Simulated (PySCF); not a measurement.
# Sm(BH4)2 at several levels of theory

Computed with PySCF 2.14.0 (density fitting, no spin-orbit coupling) at the geometry relaxed with PBE0:

```xyz
11
Sm(BH4)2 (singlet in the valence; each metal's 4f electrons, 6 of them, lie in its core potential, out of spins and levels)
Sm    0.0000    0.0000    0.8018
B     2.6354   -0.0048    0.8045
H     3.8467   -0.0090    0.8071
H     2.1577   -0.8533    1.5985
H     2.1650   -0.2673   -0.3302
H     2.1679    1.1104    1.1418
B    -2.6354    0.0048    0.8045
H    -3.8467    0.0091    0.8070
H    -2.1577    0.8533    1.5985
H    -2.1649    0.2673   -0.3302
H    -2.1679   -1.1104    1.1418
```

```csv
level,basis,state,HOMO (eV),gap (eV),charge on Sm1 (e),population of f-type functions on Sm1 (polarisation alone where 4f lies in the core),dipole about the centre of mass (D),largest force component (eV/Å)
PBE0,"Sm lcecp-0-SVP with ECP52, B def2-SVP, H def2-SVP",singlet,–,–,0.79,0.03,0.02,0.02
M06-L,the same,singlet,–,–,0.96,0.02,0.01,0.18
PBE0,"Sm lcecp-0-TZVP with ECP52, B def2-TZVP, H def2-TZVP",singlet,–,–,1.07,0.03,0.02,0.30
```

In the lcecp rows the 4f levels are missing from HOMO and gap, and the state counts the valence alone.

Charges are Mulliken's, which hang on the basis. The relaxation used the grid (50, 194), these runs (75, 302) or, all-electron (x2c bases, spin-free X2C Hamiltonian), (99, 590).

Q: What does HF with Sm lcecp-0-SVP with ECP52, B def2-SVP, H def2-SVP give here?

A: state singlet, charge on Sm1 (e) 1.14, population of f-type functions on Sm1 (polarisation alone where 4f lies in the core) 0.03, dipole about the centre of mass (D) 0.02, largest force component (eV/Å) 0.54. Time: 3.3 s on 2 threads of Intel(R) Xeon(R) Platinum 8259CL CPU @ 2.50GHz (Skylake/Cascade Lake), with other jobs on the host, from an already converged density.

An lcecp potential fixes the number of 4f electrons, so in runs with it no electron can move into or out of that shell.
